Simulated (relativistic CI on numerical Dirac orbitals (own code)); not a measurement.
# Charge states of holmium

Computed by Dirac-Coulomb-Breit CI, separate exchange-only KLI orbitals for each configuration, a model potential for QED, valence Slater integrals scaled by 0.9 (own radial code, finite nucleus).

Each species is treated in one configuration, given outside its closed core. Radial values are for the open shell of highest l, unscaled and averaged over j; ζ includes the Breit term. Labels give the leading LS character, summed over repeated terms.

```
  Ion     Configuration  Its lowest level  LS weight (%)  ζ (cm⁻¹)  F² (cm⁻¹)  F⁴ (cm⁻¹)        Next level  E (cm⁻¹)
   Ho          4f11 6s2          4I°_15/2             98      2054     113900      70850          4I°_13/2    5460.3
  Ho+           4f11 6s             5I°_8             98      2040     114200      71080             3I°_7    938.42
 Ho2+              4f11          4I°_15/2             98      2022     114900      71490          4I°_13/2    5396.5
 Ho3+              4f10              5I_8             94      2133     123200      77060              5I_7    5035.8
 Ho4+               4f9                 ?              ?         ?          ?          ?                 ?         ?
 Ho8+  4d10 4f10 5s2 5p          6H°_15/2             53      2120     134800      85030  J = 17/2 (mixed)    4305.7
Ho10+      4d10 4f9 5s2          6H°_15/2             94      2278     143200      90790          6H°_13/2    4210.2
Ho11+      4d10 4f8 5s2              7F_6             95      2434     149100      94830              7F_5    3040.9
Ho12+      4d10 4f7 5s2           8S°_7/2             96      2596     154800      98740           6P°_7/2     46055
Ho13+      4d10 4f6 5s2              7F_0             87      2762     160300     102500              7F_1    1045.4
Ho14+       4d10 4f6 5s            8F_1/2             91      2811     162500     104100            8F_3/2    1065.3
Ho15+      4d10 4f4 5s2              5I_4             93      3108     170800     109800              5I_5    4932.4
Ho16+          4d10 4f5           6H°_5/2             90      3035     170100     109400           6H°_7/2    3033.4
Ho17+          4d10 4f4              5I_4             93      3213     175100     112800              5I_5      5102
Ho18+          4d10 4f3           4I°_9/2             91      3395     180000     116200          4I°_11/2    7915.4
Ho19+          4d10 4f2              3H_4             92      3582     184800     119500              3H_5     10870
Ho20+           4d10 4f           2F°_5/2            100      3774                                 2F°_7/2     13265
Ho21+              4d10              1S_0            100                                                            
Ho22+               4d9            2D_5/2            100     29100                                  2D_3/2     72902
Ho23+               4d8              3F_4             92     29810     192400     130500     J = 2 (mixed)     22461
Ho24+               4d7            4F_9/2             70     30530     194300     131900   J = 3/2 (mixed)     31305
Ho25+               4d6     J = 4 (mixed)             50     31260     196200     133300     J = 2 (mixed)     18930
Ho26+               4d5   J = 5/2 (mixed)             33     32000     198000     134600   J = 5/2 (mixed)     53014
Ho27+               4d4              3P_0             54     32740     199800     135900              5D_1     58077
```

Problem. Fill in the row of Ho4+.

Solution. Its lowest level 6H°_15/2; LS weight (%) 93; ζ (cm⁻¹) 2259; F² (cm⁻¹) 130700; F⁴ (cm⁻¹) 82130; Next level 6H°_13/2; E (cm⁻¹) 4181.3.

With one configuration, terms of near-neutral atoms and ions can be 10 to 25 % off, and close levels can change places.

At low charge ζ of a weakly bound d or f electron comes out too small.
